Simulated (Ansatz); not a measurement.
H$_{6}$GaN$_{3}$, SMILES `[NH2][Ga]([NH2])[NH2]` with one electron removed (charge 1, multiplicity 2), Ansatz (an electronic-structure program) with frozen-core CCSD(T)/cc-pVTZ // PBE-D3(BJ)/def2-TZVP. The calculation was stopped at its time limit.

Ansatz 0.2 input:
```yaml
crystal:
  periodic: [false, false, false]
  atoms:
    - { symbol: N, position_ang: [-0.393615, 1.799586, 0.112296] }
    - { symbol: Ga, position_ang: [-0.004115, -0.002141, -0.021834] }
    - { symbol: N, position_ang: [-1.374735, -1.226992, -0.202251] }
    - { symbol: N, position_ang: [1.755014, -0.556669, -0.117862] }
    - { symbol: H, position_ang: [-1.296529, 2.104926, -0.244303] }
    - { symbol: H, position_ang: [0.32246, 2.451636, -0.200329] }
    - { symbol: H, position_ang: [-2.29543, -0.949531, 0.129714] }
    - { symbol: H, position_ang: [-1.192161, -2.186504, 0.081968] }
    - { symbol: H, position_ang: [2.462829, 0.070077, 0.257804] }
    - { symbol: H, position_ang: [1.967188, -1.509653, 0.167744] }
basis:
  gaussian: { orbitals: cc-pVTZ }
correlation:
  method: ccsd_t
total_charge: 1
magnetization:
  spin_polarized: true
  initial_magnetization: 1
```

The last lines of the output:

```
mean field evaluation 96: about -56870.6233 eV, gradient 1.5e0 eV
mean field evaluation 128: about -56870.0708 eV, gradient 3.1e0 eV
mean field evaluation 160: about -56870.6836 eV, gradient 6.0e-2 eV
mean field evaluation 192: about -56868.5734 eV, gradient 5.4e0 eV
mean field evaluation 224: about -56869.0709 eV, gradient 4.0e-1 eV
mean field evaluation 256: about -56869.0607 eV, gradient 3.9e-1 eV
mean field evaluation 288: about -56866.9073 eV, gradient 3.9e-3 eV
mean field evaluation 320: about -56870.6838 eV, gradient 4.2e-4 eV
mean field evaluation 352: about -56869.0611 eV, gradient 3.9e-1 eV
mean field -56870.69938153 eV, -2089.9596539267 hartree, gradient 3.9e-6 eV, S^2 0.761051; 9 other end points of the search recorded, 0 dependent functions left out
determinant -56870.69938153 eV, -2089.9596539267 hartree, with singles and doubles -56892.47235285 eV, -2090.7597958644 hartree
determinant -56870.69888080 eV, -2089.9596355251 hartree, with singles and doubles -56892.47190386 eV, -2090.7597793644 hartree
determinant -56870.68378150 eV, -2089.9590806363 hartree, with singles and doubles -56892.41498494 eV, -2090.7576876327 hartree
determinant -56870.32332620 eV, -2089.9458341480 hartree, with singles and doubles -56892.53332646 eV, -2090.7620366034 hartree
determinant -56870.05289443 eV, -2089.9358959641 hartree, with singles and doubles -56892.23640274 eV, -2090.7511248578 hartree
determinant -56870.05243184 eV, -2089.9358789641 hartree, with singles and doubles -56892.23598120 eV, -2090.7511093663 hartree
determinant -56870.69938153 eV, -2089.9596539267 hartree, with singles and doubles -56892.30866795 eV, -2090.7537805552 hartree
determinant -56870.69888080 eV, -2089.9596355251 hartree, with singles and doubles -56892.30821994 eV, -2090.7537640911 hartree
determinant -56870.68378150 eV, -2089.9590806363 hartree, with singles and doubles -56892.24986833 eV, -2090.7516197091 hartree
determinant -56870.32332620 eV, -2089.9458341480 hartree, with singles and doubles -56892.37849484 eV, -2090.7563466462 hartree
determinant -56870.69938153 eV, -2089.9596539267 hartree, with singles and doubles -56892.37056243 eV, -2090.7560551355 hartree
determinant -56870.69888080 eV, -2089.9596355251 hartree, with singles and doubles -56892.37020294 eV, -2090.7560419244 hartree
determinant -56870.68378150 eV, -2089.9590806363 hartree, with singles and doubles -56892.28150376 eV, -2090.7527822898 hartree
```
